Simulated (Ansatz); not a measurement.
Born–Oppenheimer molecular dynamics of C$_{3}$H$_{10}$AlNSi (16 atoms, charge 0, multiplicity 1). It starts from a relaxed structure.

Level of theory: RKS B3LYP-D4/STO-3G (Ansatz).

- ensemble: NVE (velocity Verlet)
- time step: 0.5 fs
- steps asked: 100
- starting velocities drawn for: 1000 K
- seed: 632409

First frame:

```xyz
16
Properties=species:S:1:pos:R:3
C 0.388 -0.401 1.844
N 0.783 0.011 0.470
C 1.372 -1.092 -0.395
Al 1.173 -0.048 -2.009
Si -0.171 1.101 -0.585
C -2.038 0.785 -0.521
H 1.258 -0.813 2.393
H -0.410 -1.179 1.868
H 0.017 0.476 2.407
H 2.382 -1.374 -0.037
H 0.765 -2.026 -0.361
H 1.775 -0.106 -3.385
H -0.011 2.471 -0.123
H -2.572 1.447 -1.216
H -2.293 -0.248 -0.789
H -2.442 0.973 0.483
```

Question: How far do the bonds stretch over the last three quarters of this one trajectory? (Pairs bonded in most of those frames.)

Answer: 
| bond | mean (Å) | spread (Å) | shortest | longest |
| --- | --- | --- | --- | --- |
| C1–N2 | 1.499 | 0.039 | 1.45 | 1.56 |
| C1–H7 | 1.114 | 0.044 | 1.05 | 1.18 |
| C1–H8 | 1.126 | 0.050 | 1.05 | 1.20 |
| C1–H9 | 1.109 | 0.022 | 1.07 | 1.15 |
| N2–C3 | 1.565 | 0.059 | 1.47 | 1.66 |
| N2–Si5 | 1.819 | 0.031 | 1.75 | 1.86 |
| C3–Al4 | 1.952 | 0.017 | 1.93 | 1.98 |
| C3–H10 | 1.113 | 0.016 | 1.09 | 1.14 |
| C3–H11 | 1.113 | 0.011 | 1.10 | 1.14 |
| Al4–Si5 | 2.262 | 0.017 | 2.24 | 2.30 |
| Al4–H12 | 1.511 | 0.029 | 1.47 | 1.55 |
| Si5–C6 | 1.918 | 0.025 | 1.87 | 1.95 |
| Si5–H13 | 1.460 | 0.047 | 1.39 | 1.53 |
| C6–H14 | 1.104 | 0.020 | 1.07 | 1.13 |
| C6–H15 | 1.101 | 0.015 | 1.07 | 1.13 |
| C6–H16 | 1.101 | 0.011 | 1.08 | 1.12 |

Mean temperature of the second half: 468 K. The conserved energy stayed within 0.52 meV per atom of its start (net change 0.19 meV per atom), so the integration is sound. A run of 0.05 ps of so small a system gives no equilibrium averages. Limits of this set-up: minimal basis.

Run time: 4.4 min on 1 thread of Arm Neoverse V2, on a shared host, peak memory 0.11 GiB.
